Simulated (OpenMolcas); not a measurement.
Computed levels of 5d in ions with 69 electrons, in cm-1 above 2D 3/2.

* Program: OpenMolcas
* Method: RASSCF
* Basis: ANO-R2
* Scalar Hamiltonian: X2C, finite nucleus
* Spin-orbit coupling: RASSI with atomic mean-field integrals over the reference wave functions, term energies averaged over their components

Active space for each ion: 7 electrons in 8 orbitals (RAS1 5p, at most 2 holes; RAS2 5d).

```csv
Level,Hf3+,Ta4+,W5+,Os7+
2D 5/2,6525,8287,10626,14669
```

Task: Estimate 2D 5/2 for Re6+ from its neighbours W5+ and Os7+.

Result: 2D 5/2 is fine structure, which grows about as the fourth power of a screened charge, so the fourth roots are averaged: ((10626^0.25 + 14669^0.25) / 2)^4 = 12526. The calculation gives 12209, so the estimate is off by +2.6 %.

Without dynamic correlation excited terms often stand tens of per cent too high (terms of higher spin than the ground term too low), and those without a measured partner can miss by more than the paired ones. Active for correlation alone: 5p; no level in the range computed is led by a configuration that opens it, so any true level of that kind is missing. Levels of configurations outside the active space are missing.
